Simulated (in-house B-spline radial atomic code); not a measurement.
Successive ionisation energies of zirconium; each step leads to the configuration of the next row (after the last: bare). Dirac energy differences include first-order Breit, QED and recoil terms. NIST's values go from ground level to ground level; the uncertainty of those that are theory runs from under 0.1 % in few-electron ions to several per cent in heavy many-electron ones. Computed with a radial B-spline atomic code at the basis-set limit: Dirac-Hartree-Fock, jj configuration that fills j = l - 1/2 first, finite nuclei.

A number in brackets counts the electrons of a j subshell.

```csv
ion,configuration,ionisation energy (eV),tabulated value (eV),tabulated kind,computed minus tabulated (eV),highest orbital,largest mean radius (bohr)
Zr30+,[He] 2s2 2p6,3782.9,3788,semi-empirical,-5,2p3/2,0.15864
Zr31+,[He] 2s2 2p1/2(2) 2p3/2(3),?,?,semi-empirical,?,?,?
Zr32+,[He] 2s2 2p1/2(2) 2p3/2(2),4121.8,4127,semi-empirical,-5,2p3/2,0.15614
Zr33+,[He] 2s2 2p1/2(2) 2p3/2(1),?,?,semi-empirical,?,?,?
Zr34+,[He] 2s2 2p1/2(2),4557.4,4553,semi-empirical,4,2p1/2,0.1537
Zr35+,[He] 2s2 2p1/2(1),4748.7,4744,semi-empirical,5,2p1/2,0.15246
Zr36+,[He] 2s2,4983.4,4991,semi-empirical,-8,2s1/2,0.15125
Zr37+,[He] 2s1,?,?,tabulated theory,?,?,?
Zr38+,1s2,21514.4,21516.47,tabulated theory,-2,1s1/2,0.036771
Zr39+,1s1,22236.7,22236.71,tabulated theory,0,1s1/2,0.036412
```

Fill in the row of Zr31+.

ionisation energy (eV): 3950.9; tabulated value (eV): 3950; computed minus tabulated (eV): 1; highest orbital: 2p3/2; largest mean radius (bohr): 0.15738.

Fill in the row of Zr33+.

ionisation energy (eV): 4295.7; tabulated value (eV): 4300; computed minus tabulated (eV): -4; highest orbital: 2p3/2; largest mean radius (bohr): 0.15491.

Fill in the row of Zr37+.

ionisation energy (eV): 5146.7; tabulated value (eV): 5146.935; computed minus tabulated (eV): 0; highest orbital: 2s1/2; largest mean radius (bohr): 0.15013.

Where is the largest jump?

From Zr37+ to Zr38+, by a factor of 4.18 (5146.7 to 21514 eV); the highest orbital goes from 2s1/2 to 1s1/2.

How far is this level of theory from the measured and semi-empirical values?

Over those 7 rows the differences run from -7.62 to +4.66 eV (mean absolute value 4.6 eV). The calculation leaves out correlation and, in open shells, the multiplet splittings that an average leaves out.
